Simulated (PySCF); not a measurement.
Two species compared at the same levels of theory.

First species: C4H6O2S2Si.
Cartesian coordinates in Å at the GFN2-xTB level; atoms count from 1:
```xyz
15
C4H6O2S2Si angstrom
C      3.097    0.166   -0.218
S      1.866   -1.132    0.095
C      0.355   -0.264   -0.287
C      0.334    0.936   -0.774
S      0.235    2.385   -1.347
Si    -1.197   -1.282    0.079
C     -2.692   -0.153   -0.332
O     -3.637   -0.442   -1.019
O     -2.585    1.032    0.275
H      3.041    0.479   -1.257
H      2.914    1.006    0.446
H      4.067   -0.275   -0.010
H     -1.224   -1.582    1.512
H     -1.235   -2.475   -0.763
H     -3.344    1.608    0.072
```

Second species: C6H9F3Si.
Cartesian coordinates in Å at the GFN2-xTB level; atoms count from 1:
```xyz
19
C6H9F3Si angstrom
F      2.8230    1.9844    0.4027
C      2.2954    0.7779    0.5902
F      2.0593    0.5626    1.8866
C      2.0337   -0.1262   -0.3455
F      2.3018    0.1931   -1.6299
C      1.3924   -1.4389   -0.1354
Si    -0.4806   -1.3525   -0.5904
C     -1.2334   -0.0207    0.5014
C     -2.5185    0.6574    0.1112
C     -1.2380    1.4174    0.0498
H      1.5141   -1.7370    0.9028
H      1.8847   -2.1751   -0.7674
H     -1.0502   -2.6756   -0.3192
H     -0.5971   -1.0043   -2.0078
H     -1.0982   -0.1583    1.5690
H     -2.9850    0.3690   -0.8187
H     -3.2253    0.8982    0.8912
H     -0.8323    1.6549   -0.9225
H     -1.0555    2.1830    0.7892
```

Levels: PBE0/pcSseg-1 for dipole moment, HOMO energy, LUMO energy and HOMO–LUMO gap; GFN2-xTB for rotational constant A and rotational constant C. Geometries: GFN2-xTB. Each species is one conformer at its optimised geometry, gas phase, non-relativistic unless stated; the electronic structure was computed with PySCF and density fitting.

Dipoles, sizes and rotational constants follow the conformer. The torsions of the flexible species, by atom-mapped SMILES:
- `[CH3:1][S:2][C:3](=[C:4]=[S:5])[SiH2:6][C:7](=[O:8])[OH:9]`: C1–S2–C3–C4 6°, S2–C3–Si6–C7 178°, C3–Si6–C7–O8 130°, H–O9–C7–Si6 180°
- `[F:1][C:2]([F:3])=[C:4]([F:5])[CH2:6][SiH2:7][CH:8]1[CH2:9][CH2:10]1`: C2–C4–C6–Si7 99°, C4–C6–Si7–C8 -58°, C6–Si7–C8–C9 158°

Values for the first species:

* Dipole moment: 2.20 D
* HOMO energy: -5.99 eV
* LUMO energy: -2.58 eV
* HOMO–LUMO gap: 3.41 eV
* Rotational constant A: 1.348 GHz
* Rotational constant C: 0.478 GHz

(1) Estimate the same properties for the second species, and the change in each.

Answers

(1) 
| property | first | second | second less first |
| --- | --- | --- | --- |
| dipole moment | 2.20 D | 1.94 D | -0.26 D |
| HOMO energy | -5.99 eV | -6.86 eV | -0.87 eV |
| LUMO energy | -2.58 eV | 0.52 eV | +3.10 eV |
| HOMO–LUMO gap | 3.41 eV | 7.38 eV | +3.97 eV |
| rotational constant A | 1.348 GHz | 1.471 GHz | +0.123 GHz |
| rotational constant C | 0.478 GHz | 0.647 GHz | +0.169 GHz |

On the first: The dipole equals about 7.4 × 10⁻³⁰ C·m (1 D = 3.33564 × 10⁻³⁰ C·m).

On the second: The dipole matches unit charges of opposite sign 0.40 Å apart (1 e·Å = 4.8032 D).
